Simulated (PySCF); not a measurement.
Excitations are Tamm–Dancoff values on a coarser integration grid. The basis has no diffuse functions, so Rydberg states are missing or too high.

C3H9In, SMILES `[CH3][In]([CH3])[CH3]` (charge 0, multiplicity 1)

These are PBE-D3(BJ)/def2-TZVP // B3LYP-D3(BJ)/def2-TZVP run with PySCF values and carry that method's errors.

```json
{
 "HOMO": "-5.84 eV",
 "dipole_moment": "0.00 D",
 "HOMO–LUMO gap": "4.23 eV",
 "LUMO": "-1.61 eV",
 "S1 excitation (TDA)": "4.31 eV",
 "S1 oscillator strength": "0.000",
 "brightest of the four lowest singlets (TDA)": "5.71 eV",
 "T1 excitation (TDA)": "4.09 eV",
 "S1–T1 gap (TDA)": "0.22 eV",
 "total_energy": "-309.7263 Ha",
 "cost": "very roughly 10 core-minutes"
}
```

```xyz
13

C     -1.6522    -1.4159    -0.0895
In     0.0073     0.0038    -0.0003
C      2.0663    -0.7279    -0.0009
C     -0.4070     2.1475     0.0901
H     -2.0931    -1.3931    -1.0883
H     -2.4290    -1.1381     0.6239
H     -1.3197    -2.4320     0.1194
H      2.2057    -1.4500     0.8052
H      2.2725    -1.2389    -0.9433
H      2.7807     0.0850     0.1217
H     -0.4414     2.4607     1.1360
H     -1.3682     2.3819    -0.3667
H      0.3781     2.7170    -0.4072
```
Charge 0, spin multiplicity 1.
